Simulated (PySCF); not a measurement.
**Ionisation energy of Pt⁵⁴⁺ by level of theory**

Pt⁵⁴⁺ [Ar] 3d6 [3d3/2^4 3d5/2^2, M_J = 4] → Pt⁵⁵⁺ [Ar] 3d5 [3d3/2^4 3d5/2^1, M_J = 5/2], as a difference of total energies. Calculation: PySCF 2.14, in an uncontracted even-tempered set (15 s from 15 bohr⁻², ratio 2.8; 13 p from 20 bohr⁻², ratio 2.8; 8 d from 20 bohr⁻², ratio 2.8; 3 f from 68 bohr⁻², ratio 3); the two-component X2C-1e Hamiltonian. Correlated levels: [Ne] frozen; the 78 highest virtual spinors dropped. "Screened" scales the spin-orbit matrix elements by Boettger's factors to mimic the two-electron term; Breit and QED terms are absent.

```json
{"method": "GHF (spin-free)", "ionisation energy (eV)": "5288.5"}
{"method": "GMP2 (spin-free)", "ionisation energy (eV)": "5289.6"}
{"method": "GHF (screened spin-orbit)", "ionisation energy (eV)": "5272.7"}
{"method": "GMP2 (screened spin-orbit)", "ionisation energy (eV)": "5272.4"}
```

Breit and QED terms and the two-electron picture change are absent.

The spin-free rows relax to the high-spin LS determinant and lack the spin-orbit shift.

The labels give the starting determinants; with spin-orbit coupling the two ends relaxed to ⟨J²⟩ = 20.00, ⟨L²⟩ = 13.15, ⟨S²⟩ = 2.84 and ⟨J²⟩ = 8.75, ⟨L²⟩ = 6.61, ⟨S²⟩ = 2.74.

For comparison: 5270 ± 5 eV (theoretical estimate listed by NIST; NIST Atomic Spectra Database, ionization energies).
